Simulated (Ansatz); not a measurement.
BiCl3 (SMILES [Cl][Bi]([Cl])[Cl]), singlet, at a GFN2-xTB geometry (such geometries of metal compounds can be far from the true shape) (core potentials on Bi); CAM-B3LYP/def2-SVP (Ansatz, an electronic-structure program).

Input for Ansatz:
Ansatz 0.2 input:
```yaml
crystal:
  periodic: [false, false, false]
  atoms:
    - {symbol: Bi, position_ang: [-0.00428098, -0.00067467, 0.50283800]}
    - {symbol: Cl, position_ang: [-1.83162453, -0.99302219, -0.83533113]}
    - {symbol: Cl, position_ang: [0.06534181, 2.09049123, -0.81504384]}
    - {symbol: Cl, position_ang: [1.78718399, -1.09417508, -0.80465760]}
basis:
  gaussian:
    orbitals: def2-SVP
hamiltonian:
  xc: cam_b3lyp
scf: {lower_state_search: full}
```

Task: Predict the main parts of the log of this Ansatz run.

Result: 
```
Functional definition: CAM-B3LYP
807 factors; integrals over basis functions are off by at most 3.1e-4 eV
252 factors; integrals over basis functions are off by at most 5.8e-6 eV
mean field evaluation 1: about -43397.1390 eV, gradient 2.8e1 eV
mean field evaluation 2: about -43397.1752 eV, gradient 2.8e1 eV
mean field evaluation 4: about -43399.9376 eV, gradient 1.2e0 eV
mean field evaluation 8: about -43399.9453 eV, gradient 8.7e-2 eV
mean field evaluation 16: about -43399.9454 eV, gradient 5.6e-5 eV
mean field -43399.94535239 eV, -1594.9185741608 hartree, gradient 5.6e-5 eV, S^2 0.000000; 0 other end points of the search recorded, 0 dependent functions left out
reference -43399.94545933 eV, -1594.9185780906 hartree; 37, 37 occupied and 43, 43 virtual orbitals, 807 factors
Total energy: -43399.94545933 eV, -1594.9185780906 hartree
```
